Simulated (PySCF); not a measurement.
**Excitation energy of Pr²⁺ by level of theory**

Pr²⁺ [Xe] 4f3 (high-spin determinant) → Pr²⁺ [Xe] 4f2 5d1 (high-spin determinant), as a difference of total energies. Calculation: PySCF 2.14, in ANO-RCC-VTZP (8s7p5d3f2g1h, 104 functions); the spin-free X2C one-electron Hamiltonian (Gaussian nucleus). Correlated levels: valence: [Kr] 4d10 frozen; valence and next inner shell: [Ar] 3d10 frozen. The calculations carry no spin-orbit coupling.

```csv
method,excitation energy (eV)
UHF,0.629
LDA,2.825
PBE,2.665
PBE0,2.227
r2SCAN,2.781
MP2 (valence),1.356
SCS-MP2 (valence),1.105
MP2 (valence and next inner shell),1.396
SCS-MP2 (valence and next inner shell),1.159
```

How much does correlation contribute at MP2 (valence and next inner shell)?

1.396 − (0.629) = 0.767 eV, measured against UHF.

A first-order spin-orbit estimate (lowest level to lowest level, LS coupling) adds -0.084 eV.

The determinant of the upper state and of the lower state mixes LS terms, which raises its energy above the lowest term, most at the Hartree-Fock and MP2 levels.
